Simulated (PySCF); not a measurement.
Compound: C₅H₁₄As₂.
Numbering: `[CH3:1][CH:2]([CH3:3])[AsH:4][CH2:5][CH2:6][AsH2:7]` (hydrogens: H8, H9, H10 on C1; H11 on C2; H12, H13, H14 on C3; H15 on As4; H16, H17 on C5; H18, H19 on C6; H20, H21 on As7)

Theory: PBE0-D3(BJ)/def2-SVP geometry optimisation, gas phase (PySCF 2.14.0).

What internal coordinates does the optimisation give?

```tsv
bond	length (bohr)	order
C1–C2, C2–C3	2.876	single
C2–As4	3.764	single
As4–C5	3.754	single
C5–C6	2.874	single
C6–As7	3.756	single
C1–H8 and 5 like bonds	2.083	single
C2–H11	2.088	single
As4–H15	2.890	single
C5–H16, C5–H17	2.083	single
C6–H18, C6–H19	2.081	single
As7–H20, As7–H21	2.886	single
```

Bonds in one row agree within 0.02 bohr and their mean is given. Orders are formal, as drawn. A selection of angles:
```tsv
angle	degrees
C2–C1–H8	112.6
C2–C1–H9	111.0
H8–C1–H9	107.8
C1–C2–C3	111.9
C1–C2–As4	114.9
C1–C2–H11	109.1
C3–C2–As4	108.3
As4–C2–H11	103.7
C2–As4–C5	98.8
C2–As4–H15	94.7
C5–As4–H15	96.5
As4–C5–C6	113.4
As4–C5–H16	110.2
As4–C5–H17	105.2
C6–C5–H16	110.9
C6–C5–H17	109.9
H16–C5–H17	106.8
C5–C6–As7	112.4
C5–C6–H18	110.7
As7–C6–H18	105.9
As7–C6–H19	109.4
H18–C6–H19	107.5
C6–As7–H20	94.9
H20–As7–H21	92.2
```

Torsions: C1–C2–As4–C5 -48° (synclinal); C2–As4–C5–C6 -173° (antiperiplanar); As4–C5–C6–As7 -63° (synclinal). The mirror-image conformer, all signs reversed, is as good.

Of the pairs four or more bonds apart, H8···H16 is among the closest relative to their van der Waals radii: 2.25 Å, 94 % of the sum of Bondi's values. As7 (arsenic bonded to C and 2 H) is pyramidal (angles 95.2°, 94.9° and 92.2°, sum 282.3°, 0.88 Å off the plane of its three neighbours). All 3 C–C bonds measure 1.520 to 1.524 Å. As4 (arsenic bonded to 2 C and H) is pyramidal (angles 98.8°, 96.5° and 94.7°, sum 290.1°, 0.91 Å off the plane of its three neighbours).

Point group: C1 (no symmetry element, even within 0.4 Å). No PBE0-D3(BJ)/def2-SVP frequencies stand behind this structure, so it isn't proved a minimum. The numbers are those of one conformer (C1–C2–As4–C5 -48°, C2–As4–C5–C6 -173°, As4–C5–C6–As7 -63°, C5–C6–As7–H -72° and -165°).
